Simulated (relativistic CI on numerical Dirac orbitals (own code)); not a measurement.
# Crystal-field levels of Ir2+, 5d7

Calculated by Dirac-Coulomb-Breit CI, orbitals from a KLI potential per configuration, model QED (radiative potential, 1s self-energy scaled to tabulated hydrogen-like ionisation energies), valence Slater integrals scaled by 0.8, one configuration in a parametric crystal field (own radial code).

Field parameters in Wybourne normalisation: Td as Oh with Dq negative (B⁴₀ = 21Dq, B⁴₄ = √(5/14) B⁴₀). The field is a parameter set, without covalency.

S is read from ⟨S²⟩ = S(S + 1).

Site symmetry Td; labels are those of the double group. Computed levels in cm⁻¹ above the lowest, in rising order:

```csv
Δ (size of 10Dq),Lowest,No. 2,No. 3,No. 4,No. 5,No. 6,No. 7,No. 8
2450,Γ8,1350 Γ8,1874 Γ6,7480 Γ8,7838 Γ6,7960 Γ7,9577 Γ8,9842 Γ7
4400,Γ8,2588 Γ8,3517 Γ6,8101 Γ8,9106 Γ7,9155 Γ6,10984 Γ8,11055 Γ7
6400,Γ8,3927 Γ8,5210 Γ6,8975 Γ8,10479 Γ7,10813 Γ6,12350 Γ7,12424 Γ8
8350,Γ8,5229 Γ8,6778 Γ6,9969 Γ8,11943 Γ7,12544 Γ6,13581 Γ8,13606 Γ7
10300,Γ8,6458 Γ8,8198 Γ6,10963 Γ8,13445 Γ7,14180 Γ6,14598 Γ8,14848 Γ7
12250,Γ8,7562 Γ8,9419 Γ6,11827 Γ8,14840 Γ7,15622 Γ8,15624 Γ6,16155 Γ7
14250,Γ8,8525 Γ8,10429 Γ6,12502 Γ8,15991 Γ7,16754 Γ8,17023 Γ6,17695 Γ7
16200,Γ8,9287 Γ8,11182 Γ6,12965 Γ8,16850 Γ7,17925 Γ8,18448 Γ6,19197 Γ8
18200,Γ8,9900 Γ8,11756 Γ6,13291 Γ8,17550 Γ7,19133 Γ8,20020 Γ6,20608 Γ8
```

Ground-state S against |10Dq| in cm⁻¹: 2450: 1.42, 4400: 1.43, 6400: 1.44, 8350: 1.45, 10300: 1.45, 12250: 1.46, 14250: 1.46, 16200: 1.46, 18200: 1.46.

No abrupt spin change occurs in this range.
